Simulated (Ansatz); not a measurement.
**Question.** Name a neutral molecule of B, C, N and H with HOMO energy (ωB97M-V/def2-TZVPP) between -9.15 and -8.85 eV and HOMO–LUMO gap (PBE0/def2-TZVPP) between 6.90 and 7.20 eV (Ansatz, PBE0-D4/def2-TZVP geometry).

**Answer.** `NBCN` (-8.93 eV, 6.99 eV); `CNBCN` (-8.91 eV, 6.93 eV). Other molecules can fit too; these were computed, each in one conformer that needn't be the lowest.
